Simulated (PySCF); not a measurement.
3-fluoro-3-methylbut-1-yne (C5H7F), SMILES C#CC(C)(C)F. Heavy atoms are numbered as in [CH:1]#[C:2][C:3]([CH3:4])([CH3:5])[F:6]. Hydrogens are named by the atom that carries them.

Geometry: TPSSh-D3(BJ)/def2-SVP.

Computed with KT2/pcSseg-1 (PySCF).

GIAO shieldings, no solvent; atoms alike by connectivity are averaged. δ = σ(ref) − σ: ¹³C against TMS (σ = 185.1 ppm); ¹⁹F against CFCl3 (σ = 127.1 ppm); ¹H against TMS (σ = 31.47 ppm), references at their B3LYP-D3(BJ)/def2-TZVP geometries, non-relativistic.

Computed chemical shifts:
| nucleus | atoms | count | δ (ppm) |
|---|---|---|---|
| ¹³C | C3 | 1 | 91.2 |
| ¹³C | C2 | 1 | 83.0 |
| ¹³C | C1 (CH) | 1 | 73.7 |
| ¹³C | C4 (CH3) | 2 | 33.7 |
| ¹⁹F | F6 | 1 | -182.1 |
| ¹H | H on C1 | 1 | 2.82 |
| ¹H | H on C4 | 6 | 1.89 |
